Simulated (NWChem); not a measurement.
# C₃H₃F₃; SMILES FC(F)(F)C=C

```xyz
9

C     -0.0099    -2.1136     0.0000
C      0.6683    -0.9698     0.0000
C      0.0114     0.3750     0.0000
F     -1.3348     0.2996     0.0000
F      0.3796     1.0939     1.0860
F      0.3796     1.0939    -1.0860
H      0.5027    -3.0706     0.0000
H     -1.0951    -2.1311     0.0000
H      1.7543    -0.9346     0.0000
```
Atoms are numbered in this order, from 1.

Program: NWChem. Pople sets run with spherical d functions. The geometry was optimised at B3LYP/6-31G* (spherical d). Vertical excitations in the gas phase; the lowest state need not have the same character in each row.

```tsv
level	lowest excitation, singlet (eV)	oscillator strength of that lowest state	lowest state with f > 0.02, singlet (eV)	oscillator strength of that bright state	orbital gap (eV)
PBE/6-31G*, full TDDFT	7.37	0.003	7.71	0.245	5.73
B3LYP/6-31G*, full TDDFT	8.00	0.377	8.00	0.377	7.57
BHandHLYP/6-31G*, full TDDFT	8.09	(withheld)	8.09	(withheld)	(withheld)
Hartree-Fock/6-31G*, TDHF	8.06	0.472	8.06	0.472	14.93
```

Task: Some entries are withheld; supply them.

Result: 
- BHandHLYP/6-31G*, full TDDFT, oscillator strength of that lowest state: 0.419
- BHandHLYP/6-31G*, full TDDFT, oscillator strength of that bright state: 0.419
- BHandHLYP/6-31G*, full TDDFT, orbital gap (eV): 10.35
